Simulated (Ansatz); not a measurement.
Z-matrix (Å, degrees):
```
P
Ga 1 2.487
H 1 1.407 2 117.1
H 1 1.407 2 117.3 3 -120.0
H 1 1.407 2 117.1 3 119.9
Cl 2 2.153 1 100.2 3 -61.9
Cl 2 2.153 1 100.2 3 58.1
Cl 2 2.153 1 100.2 3 178.1
```

The species carries charge 0 and has multiplicity 1.

List the CAM-B3LYP/def2-TZVPP orbital energies in eV (Ansatz). (Best estimate.)

The calculation gave: Occupied: -10140.93, -2763.95, -2763.95, -2763.95, -2101.07, -1252.46, -1109.73, -1109.68, -1109.68, -258.72, -258.72, -258.72, -197.76, -197.76, -197.76, -197.63, -197.63, -197.63, -197.63, -197.63, -197.62, -182.40, -152.89, -132.37, -132.37, -132.28, -106.29, -106.18, -106.18, -26.29, -26.29, -26.28, -26.01, -26.01, -24.25, -23.57, -23.57, -21.88, -14.90, -14.50, -14.50, -12.13, -11.86, -11.86, -10.45, -10.45, -10.27, -10.27, -10.07, -10.02. Lowest empty: 0.10, 0.30, 0.30, 0.97, 1.62, 2.80, 2.81, 4.50.
